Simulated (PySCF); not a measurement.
Excitation energy of Be by level of theory

Be [He] 2s2 (1S) → Be [He] 2s1 3d1, s spin flipped, as a difference of total energies. Calculation: PySCF 2.14, in dyall-av3z; the spin-free X2C one-electron Hamiltonian (Gaussian nucleus). Correlated levels: valence: 1s2 frozen; virtual orbitals above 40 to 60 times the deepest correlated orbital energy dropped. The calculations carry no spin-orbit coupling.

```
           method  excitation energy (cm⁻¹)
              UHF                     63398
              LDA                     65594
              PBE                     63583
             PBE0                     64654
           r2SCAN                     62182
            wB97X                     70188
          LC-wPBE                     68308
            TPSSh                     64402
           B2PLYP                     66481
    MP2 (valence)                     68171
SCS-MP2 (valence)                     69126
```

The upper determinant mixes two multiplicities, so it lies between the two terms.

The promoted electron is Rydberg-like, and one or two diffuse shells describe it only roughly, which tends to raise the upper state.

In the upper state the promoted electron has a positive orbital energy at LDA, PBE, PBE0, r2SCAN, TPSSh, B2PLYP, so the basis confines it.
